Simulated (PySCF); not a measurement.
Unknowns

Equivalent nuclei averaged, single conformer, no relativistic terms, isolated molecule. GFN2-xTB structure; shieldings: GIAO PBE0/pcSseg-1; PySCF 2.14.0 with density-fitted response routines.

Shifts are taken against calculated references (same method and geometry level): $^{1}$H (σref 31.72) and $^{13}$C (σref 186.93) against TMS. Splittings of carbon signals by F and P are missing where no couplings were computed. Where no couplings were computed, multiplicities follow the n + 1 count of equivalent neighbours, and m marks all less simple cases (inequivalent or close neighbours, rings, F or P nearby). Shifts are as computed. Against solution values, carbons near 30 ppm lie about +3 ppm off and those near 130 ppm about +5 ppm. Of 1211 compounds with measured shifts, 218 miss one by over three times the rms of a fit or turn the order of signals round; such compounds aren't used in these exercises. OH and NH positions are gas-phase values without hydrogen bonding to other molecules.

Task: C8H8O4. $^{1}$H NMR (500 MHz, computed): δ 6.18 (m, 2H), 6.00 (m, 2H), 5.90 (m, 2H), 5.10 (m, 2H). $^{13}$C{$^{1}$H} NMR (computed): δ 160.0 (C), 140.7 (CH), 129.5 (CH2), 78.8 (CH). Give a structure.

Result: SMILES C=C[C@@H]1OC(=O)C(=O)O[C@H]1C=C. Rings plus π bonds: 5 (1 ring in the answer). 4 carbon signals for 8 carbons: some carbons are equivalent by symmetry or fast rotation. Carbon types of the structure: 2 × C, 4 × CH, 2 × CH2, which accounts for all hydrogens. δC 160.0: ester carbonyl carbon; lone-pair donation from the attached heteroatom keeps it upfield of a ketone carbonyl. δC 140.7: alkene CH; an sp2 carbon of a C=C bond. δC 129.5: terminal =CH2 carbon; as expected for a trigonal carbon in a double bond. δC 78.8: allylic sp3 CH bonded to O; deshielded by the electronegative neighbour.

The data come from this structure; uniqueness wasn't tested.

Task: C7H9F3N2. $^{1}$H NMR (600 MHz, computed): δ 7.09 (m, 1H), 7.06 (m, 1H), 6.95 (m, 1H), 5.79 (m, 1H), 5.67 (m, 1H), 4.54 (m, 1H), 4.38 (m, 1H), 4.17 (m, 2H). $^{13}$C{$^{1}$H} NMR (computed): δ 144.0 (CH), 143.7 (CH), 136.4 (CH), 134.4 (C), 128.5 (CH2), 91.5 (CH2), 62.9 (CH2). Identify the compound.

Result: SMILES C=C/C=N\N(C=C)CC(F)(F)F. The formula gives 3 degrees of unsaturation (no ring in the answer). 7 carbon signals for 7 carbons: no two carbons are equivalent. Carbon types of the structure: 1 × C, 3 × CH, 3 × CH2, which accounts for all hydrogens. δC 136.4: alkene CH; an sp2 carbon of a C=C bond. δC 128.5: terminal =CH2 carbon; an sp2 carbon of a C=C bond. δC 91.5: β carbon of an enol-ether or enamine type C=C; the O or N lone pair pushes π density onto this β carbon and shields it. δC 62.9: sp3 CH2 bonded to N; deshielded by the electronegative neighbour.

The data come from this structure; uniqueness wasn't tested.

Task: C4H9O2P. $^{1}$H NMR (400 MHz, computed): δ 1.85 (br s, 1H), 1.38 (m, 3H), 0.80 (m, 1H), 0.78 (m, 1H), 0.76 (m, 1H), 0.61 (m, 1H), 0.59 (m, 1H). $^{13}$C{$^{1}$H} NMR (computed): δ 20.0 (CH3), 14.8 (CH), 4.3 (CH2), 2.9 (CH2). Give a structure.

Result: `InChI=1S/C4H9O2P/c1-7(5,6)4-2-3-4/h4H,2-3H2,1H3,(H,5,6)`. 4 carbon signals for 4 carbons: no two carbons are equivalent. Carbon types of the structure: 1 × CH, 2 × CH2, 1 × CH3, leaving 1 H on heteroatoms. δC 14.8, 4.3, 2.9: three-membered-ring carbon; carbons of three-membered rings are unusually shielded. δH 1.85: hydrogen on an oxygen bonded to P; exchangeable; this is the value without hydrogen bonding to other molecules. δH 1.38: hydrogen on a methyl carbon bonded to P. δH 0.80, 0.78, 0.76, 0.61, 0.59: hydrogen on a three-membered-ring carbon; cyclopropane-type protons are shielded by the ring.

This is the structure that produced the data.
